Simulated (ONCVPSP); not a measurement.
## u(r) = r·R(r): atom against pseudo-atom (Ba (Z = 56))

Columns: radius, all-electron u(r) and pseudo u(r) of the 5p shell (level -18.80 eV) of barium in the configuration [Kr] 4d10 5s2 5p6 6s2; LDA (Perdew-Zunger), scalar-relativistic, ONCV scheme, ONCVPSP 4.0.1.

```tsv
r (bohr)	all-electron	pseudo
0.168	0.2294	0.0214
0.335	-0.0044	0.0825
0.503	-0.4031	0.1768
0.670	-0.3462	0.2923
0.838	-0.0406	0.4174
1.005	0.2913	0.5375
1.172	0.5536	0.6416
1.340	0.7243	0.7214
1.508	0.8114	0.7709
1.675	0.8346	0.7888
1.842	0.8138	0.7777
2.010	0.7651	0.7424
2.178	0.7007	0.6893
2.345	0.6299	0.6256
2.512	0.5582	0.5571
2.680	0.4887	0.4886
2.848	0.4240	0.4240
3.015	0.3657	0.3657
3.182	0.3137	0.3136
3.350	0.2676	0.2676
3.518	0.2274	0.2274
3.685	0.1928	0.1928
3.852	0.1631	0.1631
4.020	0.1375	0.1375
4.188	0.1157	0.1157
4.355	0.0973	0.0973
```

**Question.** How many radial nodes do the two functions have?

**Answer.** The all-electron 5p function has n − l − 1 = 3 (the table is too coarse to show those close to the nucleus); the pseudo-wave has 0, since the states of the same l below it are removed with the core.

**Question.** At about which radius was the pseudo-wave matched?

**Answer.** 2.85 bohr. The columns agree to 0.0005 from 2.68 bohr on; several derivatives are matched, so the curves merge somewhat inside the radius.

**Question.** Is the pseudo-wave norm-conserving?

**Answer.** Yes: the ONCV scheme keeps the norm inside the radius equal to the all-electron one, which fixes the energy derivative of the logarithmic derivative at the level.
